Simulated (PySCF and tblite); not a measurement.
Values are calculated unless marked as measured or tabulated.
2 regioisomers of C₁₂H₁₂:

```csv
isomer,SMILES
A,[CH3:1][CH2:2][c:3]1[cH:4][cH:5][c:6]2[cH:7][cH:8][cH:9][cH:10][c:11]2[cH:12]1
B,[CH3:1][CH2:2][c:3]1[cH:4][cH:5][cH:6][c:7]2[cH:8][cH:9][cH:10][cH:11][c:12]12
```

Protocol: conformer search, at most 6 conformers an isomer, GFN2-xTB geometries, energies PBE0/6-31G* (D3(BJ) added where defined), GIAO shieldings PBE0/6-31G*, weights at 298.15 K with GFN2-xTB thermal terms. Programs: PySCF with density fitting and tblite.

Task: What shifts does each isomer give (ppm)?

Result: 
A: ¹H (against TMS): 7.88 (H5, 1H), 7.88 (H7, 1H), 7.86 (H10, 1H), 7.70 (H12, 1H), 7.64 (H9, 1H), 7.61 (H8, 1H), 7.57 (H4, 1H), 2.93 (H2, 2H), 1.36 (H1, 3H). ¹³C (against TMS): 135.7 (C3), 126.4 (C11), 124.5 (C6), 123.8 (C5), 123.0 (C7), 122.7 (C10), 121.8 (C12), 121.4 (C4), 120.4 (C9), 119.5 (C8), 33.2 (C2), 20.9 (C1).

B: ¹H (against TMS): 8.21 (H11, 1H), 7.94 (H8, 1H), 7.79 (H6, 1H), 7.72 (H10, 1H), 7.66 (H9, 1H), 7.60 (H5, 1H), 7.56 (H4, 1H), 3.26 (H2, 2H), 1.43 (H1, 3H). ¹³C (against TMS): 134.2 (C3), 126.5 (C7), 124.5 (C8), 123.9 (C12), 122.3 (C6), 120.6 (C4), 120.5 (C5), 120.2 (C10), 119.9 (C9), 118.6 (C11), 29.5 (C2), 18.2 (C1).

Shifts are unscaled: against experiment ¹³C can be off by 15 ppm or more and ¹H by 0.8 ppm. The search found a single conformer for at least one isomer; other rotamers may be missing.
